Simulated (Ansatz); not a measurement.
`[CH3][InH][Cl]`, relaxed with RKS PBE0-D4/def2-TZVP in the Gaussian-basis code of Ansatz from a GFN2-xTB geometry. The force threshold is 0.005 eV/Å; the program also tests the step.

Total charge 0; spin multiplicity 1. In: def2 effective core potential.

Start:

```xyz
7

C    -0.371    0.154   -1.035
In    0.200    0.004    1.104
Cl    1.975   -1.391    1.546
H    -0.562    1.181   -1.331
H     0.480   -0.249   -1.582
H    -1.254   -0.454   -1.224
H    -0.466    0.755    2.523
```

```
         step  energy (eV)  largest force (eV/Å)  largest move (Å)
            1  -18795.2940                 0.897             0.000
            2  -18795.3359                 0.372             0.117
            3  -18795.3657                 0.109             0.073
            4  -18795.3671                 0.055             0.019
            5  -18795.3676                 0.018             0.018
            6  -18795.3677                 0.011             0.009
            7  -18795.3677                 0.002             0.008
            8  -18795.3678                 0.062             0.049
            9  -18795.3679                 0.035             0.002
           10  -18795.3680                 0.010             0.010
           11  -18795.3681                 0.026             0.043
           13  -18795.3683                 0.020             0.028
           15  -18795.3684                 0.006             0.021
           17  -18795.3685                 0.052             0.031
           19  -18795.3688                 0.007             0.010
21 (rejected)  -18795.3661                 0.216             0.121
           23  -18795.3689                 0.004             0.001
25 (rejected)  -18795.3643                 0.277             0.146
27 (rejected)  -18795.3689                 0.066             0.073
           29  -18795.3692                 0.016             0.037
           31  -18795.3692                 0.023             0.004
           33  -18795.3693                 0.001             0.004
           34  -18795.3693                 0.004             0.016
```

End:

```xyz
7

C    -0.338    0.158   -1.001
In    0.160    0.095    1.071
Cl    1.649   -1.674    1.527
H    -0.928    1.038   -1.251
H     0.585    0.155   -1.582
H    -0.902   -0.741   -1.251
H    -0.225    0.969    2.487
```

Hardware: 4 threads of a server CPU on a shared host. Wall time 59 s, peak host memory 0.33 GiB.
